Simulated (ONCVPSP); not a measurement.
## Transferability test, ONCV potential for Ge

* Element: germanium (Ge)
* Generator: ONCVPSP 4.0.1
* Type: optimised norm-conserving Vanderbilt (ONCV)
* Functional: PBE
* Relativity: scalar-relativistic
* Frozen core: [Ar] 3d10
* Valence charge: 4
* Reference configuration: 4s1 4p3
* Partial waves: 4s: rc 1.65 bohr, ncon 4, nbas 7, qcut 4.4 1/bohr, 2 projectors, debl 1.8 Ha; 4p: rc 1.90 bohr, ncon 4, nbas 9, qcut 5.2 1/bohr, 3 projectors, debl 2.3 Ha
* Local potential: polynomial inside 1.50 bohr (lpopt 5, dvloc0 4 Ha)
* Core correction: Teter function, fcfact 2.25, rcfact 1.6

Energies are relative to the spin-unpolarised reference configuration 4s1 4p3; without spin polarisation the order of configurations can differ from experiment.

```
valence configuration  charge  ΔE all-electron (eV)  error AE − PS (meV)
              4s2 4p0      +2                14.911                 -106
              4s1 4p2      +1                 8.188                  -16
```

(1) What are ΔE and the potential's error for 4s2 4p2?

(2) What are ΔE and the potential's error for 4s2 4p1?

Levels in the configuration 4s1 4p2:

```tsv
level	all-electron (eV)	pseudo (eV)
4s	-20.839	-20.886
4p	-12.024	-12.065
```

Results:

(1) ΔE = -7.972 eV all-electron; the error (AE − PS) is -5.0 meV.

(2) ΔE = -0.528 eV all-electron; the error (AE − PS) is -14 meV.
